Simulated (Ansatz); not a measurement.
A made-up structure of CHBrSi, closed shell:

C1  (-0.570, 0.802, 0.137)
Si2  (0.060, -0.639, -0.362)
Br3  (0.460, 2.082, 1.188)
H4  (-1.417, 1.463, 0.009)
(Å)

It is relaxed with PBE-D4/def2-SVP and then PBE0-D4/def2-TZVP (Ansatz 0.2.0). Atoms count as bonded within 1.22 times the sum of their covalent radii (H–H: 0.88 Å). The end point is not checked to be a true minimum.

Q: Does its bonding change? (A judgement: the text doesn't fix the answer.)

A: The calculation gives: Yes. Formed: Si2–Br3; broken: none.

Where it ends: The first stage lowers the energy by 0.46 eV in 9 steps. It ends as CHBrSi ([CH]1[Si][Br]1):
C1  (-0.750, 0.889, 0.048)
Si2  (0.287, -0.450, -0.141)
Br3  (0.642, 1.788, 1.136)
H4  (-1.645, 1.480, -0.071)
(Å)

Labels in which every atom is bracketed show which atoms are joined, not bond orders.

For scale, one of the runs: PBE0-D4/def2-TZVP relaxation, 122 basis functions, launched by `ansatz run in.yaml --threads 2 --pin off --events-out ev --progress --plain --max-ram 4352MiB`. The run took about 15 s on 2 CPU threads of an Arm Neoverse V2 (shared host).
